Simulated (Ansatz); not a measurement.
System: MnCl, charge 0, multiplicity 7. The spin state was set by rule; other spins were not relaxed. 
Coordinates optimised at B3LYP-D3(BJ)/def2-TZVP (Ansatz, a first-principles code):
```
Mn
Cl 1 2.2530
```
Charge 0, spin multiplicity 7.

Basis-set convergence of Hartree-Fock and CCSD correlation energies (hartree) with Ansatz. Correlated levels leave the core frozen unless marked. Open shells are spin-unrestricted. Spin-orbit coupling is left out. Frozen are the shells of the preceding noble gas and the d and f shells that filled before the atom's block. No relativistic terms.

```csv
basis,functions,E(HF),"E(corr, CCSD)"
def2-SVPD,61,-1609.14316,-0.23096
def2-TZVPPD,118,-1609.44049,-0.32285
def2-QZVPPD,179,-1609.47551,-0.34923
```

Extrapolating the two largest sets (X = 3 and 4) as X^-3: E(corr) = (64·(-0.34923) - 27·(-0.32285))/37 = -0.3685 Eh, an estimate of the basis-set limit. The largest set recovers 94.8 % of it, the smallest 62.7 %.
